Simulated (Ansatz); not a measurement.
System: tribromo(fluoro)silane, sum formula SiBr3F, net charge 0, singlet state. 
Coordinates optimised at B3LYP-D3(BJ)/def2-TZVP (Ansatz, an electronic-structure program):
SMILES: Br[Si](F)(Br)Br
```xyz
5

Si     0.0142     0.0186     0.4443
F      0.0649     0.0847     2.0267
Br     1.9353    -0.7822    -0.2629
Br    -1.6458    -1.3045    -0.1264
Br    -0.3119     2.0575    -0.3096
```
Charge 0, spin multiplicity 1.

Property: atomisation energy (electronic, to ground-state atoms), in kJ/mol. Valence correlation only, unless marked. UHF or UKS for open shells. Spin-orbit coupling is left out. Frozen are the shells of the preceding noble gas and the d and f shells that filled before the atom's block. Non-relativistic. FCI takes restricted orbitals. The coupled-cluster limit lacks core correlation, which all-electron functionals hold. CBS marks a two-point X^-3 extrapolation of the correlation energy; Hartree-Fock from the larger set. [CCSD(T)-MP2]/basis is that difference in the basis named.

```tsv
level	program	atomisation energy (kJ/mol)	rough core time
BLYP/def2-TZVPD	Ansatz	1524.5	under 20 s
PBE0/6-31G*	Ansatz	1557.5	under 20 s
PBE0-D4/def2-TZVP	Ansatz + dftd4	1614.8	under 20 s
r2SCAN0-D4/def2-TZVPD	Ansatz + dftd4	1599.4	50 s
B2PLYP-D4/def2-TZVPD	Ansatz + dftd4	1583.4	40 s
MP2/def2-SVPD	Ansatz	1536.8	-
SCS-MP2/6-31G*	Ansatz	1468.1	-
SCS-MP2/def2-SVPD	Ansatz	1482.2	-
FCI/STO-3G	Ansatz	1359.5	40 s
RI-MP2/CBS(def2-TZVPPD,def2-QZVPPD)+[CCSD(T)-MP2]/def2-TZVPPD	Ansatz	1613.6	-
```

Core times are rough, on shared machines, summed over the molecules involved; a dash marks a level read off another run, or run on other hardware, by another program or under a memory cap.
